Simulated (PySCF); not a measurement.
# NMR problem set

Non-relativistic, in vacuum, one conformer, rapidly exchanging positions averaged. Geometry from GFN2-xTB; PBE0/pcSseg-1 with gauge-including orbitals; PySCF 2.14.

δ = σ(ref) − σ, references computed at the same level: TMS for ¹H (31.72 ppm) and ¹³C (186.93 ppm). Where no couplings were computed, multiplicities follow the n + 1 count of equivalent neighbours, and m marks all less simple cases (inequivalent or close neighbours, rings, F or P nearby). Shifts are as computed. Against solution values, carbons near 30 ppm lie about +3 ppm off and those near 130 ppm about +5 ppm; carbons on Cl a further +6 ppm. Of 1309 compounds with measured shifts, 239 miss one by over three times the rms of a fit or turn the order of signals round; such compounds aren't used in these exercises. Carbons bonded to Cl come out too deshielded.

**Question.** C₅H₁₀O₂Si. ¹H NMR (500 MHz, computed): δ 6.45 (d, 1H), 5.03 (m, 1H), 4.93 (s, 3H), 4.62 (m, 1H), 4.32 (m, 1H), 4.03 (m, 1H), 1.85 (m, 1H), 1.84 (m, 1H). ¹³C{¹H} NMR (computed): δ 151.5 (CH), 111.5 (CH), 68.5 (CH), 66.0 (CH2), 34.0 (CH2). Give a structure.

**Answer.** SMILES C1[C@@H](O[SiH3])C=COC1. The formula gives 2 degrees of unsaturation (1 ring in the answer). 5 carbon signals for 5 carbons: no two carbons are equivalent. Carbon types of the structure: 3 × CH, 2 × CH2, leaving 3 H on heteroatoms. δC 151.5: alkene carbon bearing oxygen; an sp2 carbon further deshielded by the attached heteroatom. δC 111.5: β carbon of an enol-ether or enamine type C=C; the O or N lone pair pushes π density onto this β carbon and shields it. δC 68.5: allylic sp3 CH bonded to O; the inductive effect lowers its shielding. δC 66.0: sp3 CH2 bonded to O; pulled downfield by the heteroatom.

The data come from this structure; uniqueness wasn't tested.

**Question.** C₆H₉Cl₃Si. ¹H NMR (300 MHz, computed): δ 3.35 (s, 2H), 3.34 (m, 2H), 2.42 (s, 3H), 1.31 (m, 2H). ¹³C{¹H} NMR (computed): δ 146.8 (C), 144.5 (C), 124.5 (C), 66.0 (CH2), 27.0 (CH3), 2.8 (CH2). Identify the compound.

**Answer.** `C/C(CC(Cl)(Cl)Cl)=C1\C[SiH2]1`. Rings plus π bonds: 2 (1 ring in the answer). 6 carbon signals for 6 carbons: no two carbons are equivalent. Carbon types of the structure: 3 × C, 2 × CH2, 1 × CH3, leaving 2 H on heteroatoms. δC 146.8, 144.5: fully substituted alkene carbon; an sp2 carbon of a C=C bond. δC 124.5: fully substituted sp3 carbon bonded to 3 Cl; 3 electronegative neighbours deshield it. δC 66.0: allylic sp3 CH2. δC 27.0: allylic methyl carbon; a saturated carbon with 1 carbon neighbour and no heteroatom attached.

This is the structure that produced the data.
